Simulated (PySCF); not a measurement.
BiH7Si2, SMILES [SiH3][BiH][SiH3]. Heavy atoms are numbered as in [BiH:1]([SiH3:3])[SiH3:7]. Hydrogens are named by the atom that carries them.

Coordinates come from a PBE0-D3(BJ)/def2-SVP optimisation. The structure was generated by enumeration; whether it is a known compound was not checked. The def2 effective core potentials stand for the cores of Bi; spin–orbit coupling is left out.

The numbers are results of PBE/def2-TZVP in PySCF, not measurements.

ESP charges are fitted to the potential on shells at 1.4 to 2.0 van der Waals radii. Atomic charges (e), one atom of each kind:

| atom | ESP fit | Mulliken | Löwdin |
|---|---|---|---|
| Bi1 (BiH) | ___ | 0.17 | 0.17 |
| H on Bi1 | ___ | -0.04 | -0.02 |
| Si3 (SiH3) | ___ | -0.05 | 0.02 |
| H on Si3 | ___ | 0.00 | -0.03 |

### Question
What belongs in the gaps? (The exact figures need the calculation; the answer reports its results.)

### Answer

- Bi1 (BiH), ESP fit: 0.11
- H on Bi1, ESP fit: -0.05
- Si3 (SiH3), ESP fit: 0.04
- H on Si3, ESP fit: -0.03
